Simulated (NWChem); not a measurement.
CuH; SMILES [CuH]

```xyz
2

Cu     0.0000     0.0000     0.0460
H      0.0000     0.0000    -1.3753
```
Atoms are numbered in this order, from 1.

Structure relaxed at the B3LYP/6-31G* (spherical d) level.

Q: Give the principal values of the shielding tensors (ppm) of Cu1 from KT2/pcSseg-1, GIAO (NWChem), with their diamagnetic and paramagnetic parts as GIAO splits them.

A: 
```tsv
atom	σ11	σ22	σ33	isotropic	diamagnetic	paramagnetic
Cu1	882.4	882.4	2410.5	1391.8	2406.4	-1014.6
```
